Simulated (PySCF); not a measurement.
As²⁺ (arsenic, charge +2) across methods

[Ar] 3d10 4s2 4p1, 2P determinant. All numbers are calculated (PySCF 2.14, the spin-free X2C one-electron Hamiltonian (Gaussian nucleus), in aug-cc-pVQZ-DK (8s7p5d3f2g, 93 functions)).

```
   method  E (hartree)  mean ε 4s α (eV)  mean ε 4s β (eV)  mean ε 4p α (eV)  Σ⟨r²⟩ (bohr²)   ⟨S²⟩
      LDA    -2256.219           -34.107           -33.229           -23.217          22.19  0.751
      PBE    -2259.364           -33.797           -32.812           -23.197          22.26  0.752
    HSE06    -2259.399           -34.949           -33.675           -24.096          22.25  0.752
      UHF  -2258.01343           -38.964           -36.208           -27.821          22.49  0.759
BHandHLYP    -2259.655           -36.748           -35.140           -25.656          22.31  0.753
    B3LYP    -2259.718           -35.117           -33.979           -24.224          22.27  0.752
     MN15    -2261.161           -35.892           -34.603           -25.269          22.32  0.753
   r2SCAN    -2259.640           -34.233           -33.074           -23.664          22.20  0.754
     PBE0    -2259.400           -35.315           -33.942           -24.527          22.25  0.753
```
